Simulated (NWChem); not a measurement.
System: GeSiNH7; SMILES [SiH3][GeH2][NH2]

Input file for NWChem:

```
start job
memory heap 200 mb stack 900 mb global 1100 mb
geometry units angstroms
  N      1.566130     1.001340     0.130160
  Ge     0.397574    -0.375514    -0.130946
  Si    -1.764205     0.402241     0.272513
  H      2.549196     0.796613     0.017573
  H      1.371190     1.861326    -0.363062
  H      0.624192    -1.029148    -1.499463
  H      0.942701    -1.424406     0.813305
  H     -2.758445    -0.569911    -0.182561
  H     -2.005552     1.655638    -0.448360
  H     -1.980784     0.649225     1.697415
end
basis spherical
  * library def2-svp
end
dft
  xc pbe0
  iterations 150
end
driver
  maxiter 120
end
task dft optimize
task dft freq
```

The level has its own optimisation; frequencies are unscaled.

### Question
Predict the main results of this run. (PBE0/def2-SVP.) Quantities: r Ge–N (Å); r H–N (Å); r Ge–Si (Å); r H–Si (Å); highest harmonic frequency (cm⁻¹); lowest (cm⁻¹); zero-point energy (kcal/mol); dipole (D).

### Answer
The r Ge–N (Å) comes out as 1.846 and the r H–N (Å) comes out as 1.017. The r Ge–Si (Å) is 2.385. The r H–Si (Å) comes out as 1.495 and the highest harmonic frequency (cm⁻¹) is 3660. The lowest (cm⁻¹) is 89 and the zero-point energy (kcal/mol) is 41.6. The dipole (D) comes out as 1.24.
